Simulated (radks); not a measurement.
Values are calculated unless marked as measured or tabulated.
Task: The lutetium ion Lu3+, 68 electrons, occupied as [Xe] 4f13 5f1 (not the ground configuration). Code: a radial shooting solver on a logarithmic mesh with Libxc functionals. Model: Dirac Kohn-Sham, PBE, spin-unpolarised, spherical densities, finite nucleus; open shells fill j = l - 1/2 first; Fermi nuclear charge, rms radius 5.37 fm. Some entries of the table are withheld. Estimate them.

orbital,occ.,eigenvalue (hartree),<1/r> (bohr^-1),r(max) (bohr)
1s1/2,2,-2321.997,(1),0.01213
2s1/2,2,-396.3076,19.88,0.06950
2p1/2,2,-378.3842,19.86,0.05193
2p3/2,4,-337.3199,16.96,0.05845
3s1/2,2,-91.01878,7.291,0.1960
3p1/2,2,-83.07714,7.207,0.1839
3p3/2,4,-74.31914,6.462,0.1973
3d3/2,4,-60.81864,6.352,0.1552
3d5/2,6,-58.90677,6.173,0.1589
4s1/2,2,(2),3.056,0.4465
4p1/2,2,-16.11485,2.947,(3)
4p3/2,4,-14.11632,2.688,(4)
4d3/2,4,-8.78695,2.469,0.4754
4d5/2,6,-8.42089,2.406,0.4845
5s1/2,2,-3.61002,(5),1.033
5p1/2,2,(6),1.049,1.114
5p3/2,4,(7),0.9634,1.195
4f5/2,6,-1.87702,1.899,0.4629
4f7/2,7,-1.81787,1.871,0.4680
5f5/2,1,(8),0.2867,3.798
5f7/2,0,(9),0.2861,3.813

Result: 
(1) 1s1/2 <1/r> (bohr^-1): 82.18
(2) 4s1/2 eigenvalue (hartree): -19.35232
(3) 4p1/2 r(max) (bohr): 0.4473
(4) 4p3/2 r(max) (bohr): 0.4759
(5) 5s1/2 <1/r> (bohr^-1): 1.171
(6) 5p1/2 eigenvalue (hartree): -2.67912
(7) 5p3/2 eigenvalue (hartree): -2.39673
(8) 5f5/2 eigenvalue (hartree): -0.43363
(9) 5f7/2 eigenvalue (hartree): -0.43269
